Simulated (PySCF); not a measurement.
Compound: 2,4,6-trimethylpyridinium, C₈H₁₂N (charge +1).
Geometry (PBE0-D3(BJ)/def2-SVP, Å), atoms numbered from 1 in this order:
```xyz
21
C8H12N angstrom
C     -2.3173   -1.7552    0.4894
C     -1.1427   -0.8560    0.3096
C     -1.2843    0.5367    0.3151
C     -0.1867    1.3636    0.1275
C     -0.2598    2.8507    0.1326
N      1.0151    0.7767   -0.0613
C      1.2328   -0.5621   -0.0801
C      2.6225   -1.0352   -0.3271
C      0.1426   -1.3895    0.1104
H     -2.0768   -2.5912    1.1618
H     -3.1908   -1.2192    0.8809
H     -2.5967   -2.1953   -0.4827
H     -2.2633    0.9927    0.4724
H     -0.9881    3.1993   -0.6145
H     -0.6010    3.2109    1.1153
H      0.7102    3.3172   -0.0867
H      1.8188    1.3877   -0.1972
H      2.8872   -0.9123   -1.3904
H      2.7183   -2.0985   -0.0780
H      3.3537   -0.4716    0.2721
H      0.2969   -2.4698    0.1048
```

The closed-shell ground state was solved at several levels (PySCF, density fitting, gas phase, non-relativistic).

```tsv
level	basis functions	total energy (Eh)	HOMO (eV)	LUMO (eV)	gap (eV)
PBE0/def2-SVPD	276	-365.9495	-12.09	-6.06	6.03
CAM-B3LYP/pcSseg-1	213	-366.3743	-13.35	-4.99	8.36
```

**Question.** What might PBE0/pcSseg-1 (213 basis functions) give for the same quantities?

**Answer.** Total energy -366.1410 Eh, HOMO -12.15 eV, LUMO -6.07 eV, gap 6.08 eV.

**Question.** Over all these levels, which gives the widest orbital gap and which the narrowest?

**Answer.** CAM-B3LYP/pcSseg-1 (range-separated hybrid) has the widest, 8.36 eV, and PBE0/def2-SVPD (global hybrid, 25 % exact exchange) the narrowest, 6.03 eV. Functional and basis both differ between the two, so the spread mixes both effects.
